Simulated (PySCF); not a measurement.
Species: C8H9O (doublet state).
Z-matrix (Å and degrees, GFN2-xTB geometry), rows numbered from 1:
```
C 
C   1  1.5239
O   2  1.4195  1  113.72
C   3  1.3765  2  115.88  1   -62.59
C   4  1.5003  3  122.70  2    92.09
C   5  1.3341  4  105.96  3   177.12
C   6  1.4805  5  103.73  4     0.06
C   7  1.4974  6  111.18  5   -31.76
C   8  1.4722  4   61.48  3   111.92
H   1  1.0870  2  110.15  3   -56.20
H   1  1.0877  2  110.53  3    64.09
H   1  1.0866  2  109.50  3  -176.02
H   2  1.0928  1  110.48  3   116.69
H   2  1.0988  1  109.79  3  -123.50
H   5  1.0729  4  124.30  3    -1.84
H   6  1.0705  5  130.20  4  -179.74
H   8  1.0681  4  134.61  9  -126.74
H   9  1.0692  4  135.72  8   126.04
```

The hyperfine couplings belong to this conformer and change with its torsions.

As a line formula: `CCO[C@@]12C=C[C]3[C@@H]1[C@H]32` [radical].

Computed, not measured: UKS B3LYP, pcH-1 on C H O, non-relativistic, mean-field spin-orbit, GIAO in PySCF. The structure is a single GFN2-xTB conformer in the gas phase; no vibrational or solvent corrections. Couplings are sensitive to structure, and on GFN2-xTB geometries they can be far from those on DFT ones. The SCF solution wasn't tested for stability.

(1) What is the g tensor, term by term?

(2) Average each term over the three axes. Which is largest in size?

(3) What effective moment and Curie constant follow for a powder?

(4) In a frozen sample, at which fields do the three g values resonate at 9.5, 34, 94 and 263 GHz (hyperfine left aside), and which band first spreads them over more than twice a line width of 0.3 mT?

Results:

(1) 
```
                    Δg (ppm)     1     2     3
relativistic mass correction  -171  -171  -171
            gauge correction    29    15   -18
   orbital Zeeman/spin–orbit  -141    99   748
                       total  -283   -56   559
```

So g = 2.00204, 2.00226, 2.00288 and g_iso = 2.00239; the tensor is rhombic: the two nearest values differ by 27 % of g3 − g1. Axes: g1 points within 9° of the C6–C7 bond.

(2) The orbital-Zeeman/spin–orbit term 235, the mass correction -171 and the gauge correction 9 ppm, for a total of 73 ppm. The orbital-Zeeman/spin–orbit term is the largest in size. The mass correction is the same along every axis, so the anisotropy comes from the other two: their spans along these axes are 47 (gauge) and 889 ppm (orbital Zeeman/spin–orbit).

(3) With the mean of g² = 4.0096 and S(S+1) = 0.75: μ_eff = √(⟨g²⟩S(S+1)) = 1.734 μB and χT = 0.12505·⟨g²⟩·S(S+1) = 0.376 cm³ K/mol (cgs; spin-Hamiltonian part alone).

(4) 
| band | GHz | B(g3) mT | B(g2) mT | B(g1) mT | spread mT |
| --- | --- | --- | --- | --- | --- |
| X | 9.5 | 338.89 | 338.99 | 339.03 | 0.14 |
| Q | 34.0 | 1212.87 | 1213.24 | 1213.38 | 0.51 |
| W | 94.0 | 3353.22 | 3354.25 | 3354.63 | 1.41 |
| J | 263.0 | 9381.88 | 9384.76 | 9385.82 | 3.94 |

The spread grows in proportion to the frequency. W band is the first where it exceeds 0.6 mT.

The largest Mulliken spin population is on C7 (+0.94). The angles at C7 add up to 281.4°, so it is pyramidal.

The HOMO–LUMO gaps are 6.20 eV among the α and 3.70 eV among the β orbitals.
